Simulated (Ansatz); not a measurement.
A made-up structure of BH3S2O, singlet:

```xyz
7
angstrom
O 0.7663 -2.1513 0.4100
B -0.2583 0.7101 0.2829
S -0.4036 -0.8393 -0.6616
S -0.9459 1.8077 -0.0979
H -1.7285 1.6607 -1.2004
H 0.4429 0.7637 1.2446
H 1.5822 -2.0383 -0.1023
```

It is relaxed with PBE-D4/def2-SVP and then PBE0-D4/def2-TZVP (Ansatz 0.2.0). Atoms count as bonded within 1.22 times the sum of their covalent radii (H–H: 0.88 Å). The end point is not checked to be a true minimum.

(1) Does its bonding change? (Judge from chemistry; the calculation decides.)

Answers

(1) Computed: No: no bond forms or breaks.

Where it ends: The first stage lowers the energy by 5.51 eV in 10 steps. It ends as BH₃S₂O ([OH][S][BH][SH]):
```
atom    x (Å)    y (Å)    z (Å)
  O1   0.6348  -2.0063   0.2843
  B2  -0.1633   0.5874   0.3404
  S3  -0.3040  -0.9300  -0.5601
  S4  -1.0672   2.0459  -0.1599
  H5  -1.7027   1.5378  -1.2325
  H6   0.5380   0.6598   1.2985
  H7   1.5197  -1.9812  -0.0956
```

Labels in which every atom is bracketed show which atoms are joined, not bond orders.

For scale, one of the runs: PBE0-D4/def2-TZVP relaxation, 154 basis functions, launched by `ansatz run in.yaml --threads 2 --pin off --events-out ev --progress --plain --max-ram 4352MiB`. The run took about 34 s on 2 CPU threads of an Arm Neoverse V2 (shared host).
